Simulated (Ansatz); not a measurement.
`C=N[SiH](F)F` + NH₃ → `N[SiH](F)F` + `C=N` at 700 K and 1 bar (ligand exchange at the Si–N bond).

Computed with Ansatz on PBE0-D4/def2-TZVP structures; ΔE is electronic, products minus reactants. CBS: MP2 limit from def2 TZ/QZ plus the TZ coupled-cluster correction, frozen cores. This one scheme is used for every species. One conformer a species, not always the lowest.

| species | CCSD(T)/CBS energy (Eh) | H − E (kJ/mol) | S (J/(mol·K)) |
| --- | --- | --- | --- |
| `C=N[SiH](F)F` | -583.35600 | 184.6 | 418.1 |
| NH₃ | -56.50880 | 116.9 | 226.5 |
| `N[SiH](F)F` | -545.34917 | 165.4 | 392.7 |
| `C=N` | -94.52360 | 135.6 | 268.6 |

H − E and S are ideal-gas, rigid-rotor, harmonic terms from PBE0-D4/def2-TZVP, for one conformer and one mirror image of each species. 1 Eh = 2625.50 kJ/mol, R = 8.31446 J/(mol·K).

Task: By hand: ΔE, ΔH, ΔS and ΔG.

Result: ΔE = (-545.34917) + (-94.52360) − (-583.35600) − (-56.50880) = -0.00797 Eh = -20.9 kJ/mol. Δ(H − E) = 165.4 + 135.6 − 184.6 − 116.9 = -0.5, so ΔH = -21.4 kJ/mol. ΔS = 392.7 + 268.6 − 418.1 − 226.5 = 16.7 J/(mol·K). ΔG = -21.4 − 700 × (16.7)/1000 = -33.1 kJ/mol.

Task: By hand: the equilibrium constant, and the temperature at which ΔG would vanish if ΔH and ΔS stayed fixed.

Result: log₁₀ K = −ΔG/(RT ln 10) = 2.5. ΔH and −TΔS have one sign here, so there is no such temperature.

TΔS isn't small against ΔH here. A doubt of 5 kJ/mol in ΔE shifts log₁₀ K by 0.4 here. Other conformers and mirror images would add mixing entropy, several J/(mol·K) or more a flexible species. These are equilibria of isolated gas molecules and say nothing of rates. Largest T1 diagnostic: 0.013 (customary marks: 0.02 for closed shells, 0.045 for open ones).
